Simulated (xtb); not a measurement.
CsI (SMILES [I][Cs]), singlet, geometry from GFN2-xTB (such geometries of metal compounds can be far from the true shape); xtb with GFN1-xTB.

Input for xtb:
```
$ xtb mol.xyz --gfn 1 --acc 1000 --json

# file mol.xyz
2

Cs    -0.00000000    -0.00000000    -1.63951291
I      0.00000000     0.00000000     1.70138132
```

Output, abridged:

```
   ID    Z sym.   atoms
    1   55 Cs     1
    2   53 I      2

           -------------------------------------------------
          |                Calculation Setup                |
           -------------------------------------------------

           -------------------------------------------------
          |                 G F N 1 - x T B                 |
           -------------------------------------------------

          ...................................................
          :                      SETUP                      :
          :.................................................:
          :  # basis functions                  14          :
          :  # atomic orbitals                  13          :
          :  # shells                            5          :
          :  # electrons                         8          :
          :  # halogen bonds                     0          :
          :  max. iterations                   250          :
          :  Hamiltonian                  GFN1-xTB          :
          :  restarted?                      false          :
          :  GBSA solvation                  false          :
          :  PC potential                    false          :
          :  electronic temp.          300.0000000     K    :
          :  accuracy                 1000.0000000          :
          :  -> integral cutoff          0.2000000E+02      :
          :  -> integral neglect         0.1000000E-04      :
          :  -> SCF convergence          0.1000000E-02 Eh   :
          :  -> wf. convergence          0.2000000E-01 e    :
          :  Broyden damping             0.4000000          :
          :  net charge                          0          :
          :  unpaired electrons                  0          :
          ...................................................

 iter      E             dE          RMSdq      gap      omega  full diag
   1     -6.4104696 -0.641047E+01  0.506E+01    3.60       0.0  T
   2     -4.0770601  0.233341E+01  0.223E+01    8.88       1.0  T
   3     -4.0654944  0.115656E-01  0.162E+01   10.23       1.0  T
   4     -6.3061989 -0.224070E+01  0.511E+01    3.49       1.0  T
   5     -4.0644432  0.224176E+01  0.160E+01   10.26       1.0  T
   6     -4.0970871 -0.326439E-01  0.106E+01    8.29       1.0  T
   7     -4.2087181 -0.111631E+00  0.414E+00    3.11       1.0  T
   8     -4.2208467 -0.121286E-01  0.350E+00    2.71       1.0  T
   9     -3.4785110  0.742336E+00  0.239E+01    0.58       1.0  T
  10     -3.7211849 -0.242674E+00  0.349E+01    1.10       1.0  T
  11     -4.0634043 -0.342219E+00  0.182E+01   10.42       1.0  T
  12     -4.1037455 -0.403412E-01  0.101E+01    7.86       1.0  T
  13     -4.2435796 -0.139834E+00  0.204E+00    1.93       1.0  T
  14     -4.2326853  0.108942E-01  0.248E+00    0.84       1.0  T
  15     -4.2177048  0.149805E-01  0.358E+00    2.82       1.0  T
  16     -4.2337224 -0.160176E-01  0.246E+00    0.85       1.0  T
  17     -4.2243983  0.932409E-02  0.316E+00    2.60       1.0  T
  18     -4.2487175 -0.243192E-01  0.130E+00    1.06       1.0  T
  19     -4.2362724  0.124451E-01  0.238E+00    2.19       1.0  T
  20     -4.2526031 -0.163308E-01  0.685E-01    1.27       1.0  T
  21     -4.2439241  0.867906E-02  0.174E+00    1.90       1.0  T
  22     -4.2523253 -0.840122E-02  0.685E-01    1.43       1.0  T
  23     -4.2477866  0.453864E-02  0.134E+00    1.73       1.0  T
  24     -4.2514931 -0.370642E-02  0.816E-01    1.51       1.0  T
  25     -4.2494193  0.207375E-02  0.112E+00    1.64       1.0  T
  26     -4.2511433 -0.172394E-02  0.858E-01    1.53       1.0  T
  27     -4.2500414  0.110186E-02  0.102E+00    1.61       1.0  T
  28     -4.2515451 -0.150368E-02  0.754E-01    1.50       1.0  T
  29     -4.2506619  0.883145E-03  0.884E-01    1.56       1.0  T
  30     -4.2526879 -0.202594E-02  0.305E-01    1.34       1.0  T
  31     -4.2521863  0.501527E-03  0.432E-01    1.43       1.0  T
  32     -4.2526514 -0.465007E-03  0.165E-01    1.26       1.0  T
  33     -4.2526417  0.969092E-05  0.159E-01    1.35       1.0  T

   *** convergence criteria satisfied after 33 iterations ***

         :::::::::::::::::::::::::::::::::::::::::::::::::::::
         ::                     SUMMARY                     ::
         :::::::::::::::::::::::::::::::::::::::::::::::::::::
         :: total energy              -4.248684775294 Eh    ::
         :: gradient norm              0.000875879355 Eh/a0 ::
         :: HOMO-LUMO gap              1.346425294210 eV    ::
         ::.................................................::
         :: SCC energy                -4.252641662233 Eh    ::
         :: -> electrostatic           0.034171881040 Eh    ::
         :: repulsion energy           0.004224599665 Eh    ::
         :: dispersion energy         -0.000267712727 Eh    ::
         :: halogen bond corr.         0.000000000000 Eh    ::
         :: add. restraining           0.000000000000 Eh    ::
         :: total charge              -0.000000000007 e     ::
         :::::::::::::::::::::::::::::::::::::::::::::::::::::

           -------------------------------------------------
          |                Property Printout                |
           -------------------------------------------------

    * Orbital Energies and Occupations

         #    Occupation            Energy/Eh            Energy/eV
      -------------------------------------------------------------
         1        2.0000           -0.7576309             -20.6162
         2        2.0000           -0.3128758              -8.5138
         3        2.0000           -0.3128758              -8.5138
         4        2.0000           -0.3080456              -8.3823 (HOMO)
         5                         -0.2585654              -7.0359 (LUMO)
         6                         -0.1455013              -3.9593
         7                         -0.1455013              -3.9593
         8                         -0.0320277              -0.8715
         9                          0.0388238               1.0564
        10                          0.0388238               1.0564
        11                          0.0425819               1.1587
        12                          0.0445811               1.2131
        13                          0.0445811               1.2131
      -------------------------------------------------------------
                  HL-Gap            0.0494802 Eh            1.3464 eV
             Fermi-level           -0.2832997 Eh           -7.7090 eV

  Mulliken/CM5 charges         n(s)   n(p)   n(d)
     1Cs    0.39606  0.47256   0.101  0.502  0.000
     2I    -0.39606 -0.47256   1.944  5.452 -0.001

Wiberg/Mayer (AO) data.
largest (>0.10) Wiberg bond orders for each atom

 ---------------------------------------------------------------------------
     #   Z sym  total        # sym  WBO       # sym  WBO       # sym  WBO
 ---------------------------------------------------------------------------
     1  55 Cs   1.095 --     2 I    1.095
     2  53 I    1.095 --     1 Cs   1.095
 ---------------------------------------------------------------------------

Topologies differ in total number of bonds
Writing topology from bond orders to xtbtopo.mol

 dipole moment from electron density (au)
     X       Y       Z
   0.0000   0.0000  -3.6897  total (Debye):    9.378

           -------------------------------------------------
          | TOTAL ENERGY               -4.248684775294 Eh   |
          | GRADIENT NORM               0.000875879355 Eh/α |
          | HOMO-LUMO GAP               1.346425294210 eV   |
           -------------------------------------------------

normal termination of xtb
```
